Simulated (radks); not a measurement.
Species: Kr XVI. Configuration: [Ar] 3d3. All-electron calculation, Dirac Kohn-Sham, BLYP, spin-unpolarised, spherical densities, finite nucleus; open shells are shared between the two j in proportion to 2j + 1; Fermi nuclear charge, rms radius 4.1884 fm. Program: a radial shooting solver on a logarithmic mesh with Libxc functionals.

Unscreened Slater integrals over Kohn-Sham orbitals (cm^-1). Large and small components are both included.

integral,value
"F0(3d5/2,3d5/2)",439680
"F2(3d5/2,3d5/2)",222010
"F4(3d5/2,3d5/2)",142340
"F0(3d5/2,3d3/2)",440760
"F2(3d5/2,3d3/2)",222390
"G2(3d5/2,3d3/2)",221730
"G4(3d5/2,3d3/2)",142150
"F0(3d5/2,3p3/2)",417940
"F2(3d5/2,3p3/2)",203340
"G1(3d5/2,3p3/2)",230570
"G3(3d5/2,3p3/2)",149610
"F0(3d5/2,3p1/2)",421600
"G3(3d5/2,3p1/2)",152160
"F0(3d3/2,3d3/2)",441850
"F2(3d3/2,3d3/2)",222780
"F0(3d3/2,3p3/2)",418830
"F2(3d3/2,3p3/2)",203340
"G1(3d3/2,3p3/2)",230000
"G3(3d3/2,3p3/2)",149250
"F0(3d3/2,3p1/2)",422510
"G1(3d3/2,3p1/2)",235410
"F0(3p3/2,3p3/2)",405050
"F2(3p3/2,3p3/2)",204770
"F0(3p3/2,3p1/2)",408180
"G2(3p3/2,3p1/2)",205780
"F0(3p1/2,3p1/2)",411410
